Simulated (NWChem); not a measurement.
SnHF, singlet; SMILES [SnH][F]

Computed with NWChem. Low-valent species are run as closed-shell singlets; no triplet was tried in these runs. Coordinates come from a PBE0/def2-SVP optimisation. def2 effective core potentials on Sn; no spin-orbit coupling. B3LYP is NWChem's, with the RPA form of VWN correlation. Vertical excitations in the gas phase; the lowest state need not have the same character in each row.

**Question.** Order these by “lowest excitation, singlet (eV)”, lowest first: LDA (Slater exchange, VWN5)/def2-SVP, full TDDFT; PBE/def2-SVP, full TDDFT; B3LYP/def2-SVP, full TDDFT; PBE0/def2-SVP, full TDDFT.

**Answer.** LDA (Slater exchange, VWN5)/def2-SVP, full TDDFT (2.56), PBE/def2-SVP, full TDDFT (2.66), B3LYP/def2-SVP, full TDDFT (2.79), PBE0/def2-SVP, full TDDFT (2.85)
